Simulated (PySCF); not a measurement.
A GIAO shielding run with PySCF 2.14.0 with density-fitted response routines (density fitting, non-relativistic, gas phase) on SMILES CN[SiH2]n1cc(Cl)cc1F, C5H8ClFN2Si:

```
{"job": {"kind": "nmr", "xc": "PBE0", "basis": "pcSseg-1"}, "charge": 0, "multiplicity": 1}
C      2.316078     0.973711    -0.106909
N      2.040451    -0.313496     0.499886
Si     0.871952    -1.432704    -0.061198
N     -0.636461    -0.511859    -0.047584
C     -0.965985     0.511046     0.804818
C     -2.233318     0.928430     0.522177
Cl    -3.083317     2.189235     1.308235
C     -2.736248     0.139069    -0.543773
C     -1.719067    -0.714855    -0.837272
F     -1.678891    -1.675019    -1.769337
H      1.395384     1.374103    -0.524351
H      2.687403     1.666703     0.649793
H      3.058630     0.904350    -0.907322
H      2.860163    -0.691099     0.949882
H      0.976698    -1.923936    -1.434681
H      0.806331    -2.479408     0.953570
H     -0.271270     0.857074     1.540188
H     -3.697292     0.204973    -1.007778
```

Hardware: 1 thread of an x86-64 server CPU, shared host. The job also computes population analyses, field gradients.

Problem. How large is the calculation?

Solution. 92 electrons, 224 basis functions and 1198 auxiliary functions.

Problem. How long does it take?

Solution. 50 s of wall time, with 14 SCF cycles and 5 response iterations. Times on a shared host scatter by some tens of per cent.
